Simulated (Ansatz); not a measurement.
`CCOC(=O)C(F)(F)F` + `[SiH3][SeH]` → `CC[Se][SiH3]` + `O=C(O)C(F)(F)F` at 700 K and 1 bar (substitution at a C–O bond).

Isolated molecules relaxed with PBE0-D4/def2-TZVP in Ansatz; ΔE leaves out vibrations. CBS: MP2 limit from def2 TZ/QZ plus the TZ coupled-cluster correction, frozen cores. For Se outer-core shells are correlated without core-valence functions, which leaves a few kJ/mol of doubt a bond. Scalar relativity is left out up to krypton. Each species was taken in one conformer, which may not be the lowest.

```
           species  CCSD(T)/CBS energy (Eh)  H − E (kJ/mol)  S (J/(mol·K))
`CCOC(=O)C(F)(F)F`               -604.94185           354.0          557.2
     `[SiH3][SeH]`              -2692.20088           133.3          356.0
    `CC[Se][SiH3]`              -2770.72164           321.5          483.5
  `O=C(O)C(F)(F)F`               -526.42912           172.1          440.8
```

H − E and S are ideal-gas, rigid-rotor, harmonic terms from PBE0-D4/def2-TZVP, for one conformer and one mirror image of each species. 1 Eh = 2625.50 kJ/mol, R = 8.31446 J/(mol·K).

Q: By hand: ΔE, ΔH, ΔS and ΔG.

A: ΔE = (-2770.72164) + (-526.42912) − (-604.94185) − (-2692.20088) = -0.00803 Eh = -21.1 kJ/mol. Δ(H − E) = 321.5 + 172.1 − 354.0 − 133.3 = 6.3, so ΔH = -14.8 kJ/mol. ΔS = 483.5 + 440.8 − 557.2 − 356.0 = 11.1 J/(mol·K). ΔG = -14.8 − 700 × (11.1)/1000 = -22.6 kJ/mol.

Q: By hand: the equilibrium constant, and the temperature at which ΔG would vanish if ΔH and ΔS stayed fixed.

A: log₁₀ K = −ΔG/(RT ln 10) = 1.7. ΔH and −TΔS have one sign here, so there is no such temperature.

TΔS isn't small against ΔH here. A doubt of 5 kJ/mol in ΔE shifts log₁₀ K by 0.4 here. Other conformers and mirror images would add mixing entropy, several J/(mol·K) or more a flexible species. Modes under 60 cm⁻¹, often nearly free rotors, make the harmonic entropy too high. These are equilibria of isolated gas molecules and say nothing of rates. Largest T1 diagnostic: 0.014 (customary marks: 0.02 for closed shells, 0.045 for open ones).

ΔS is within the doubt of such terms, so its sign, and with it that verdict, could turn.
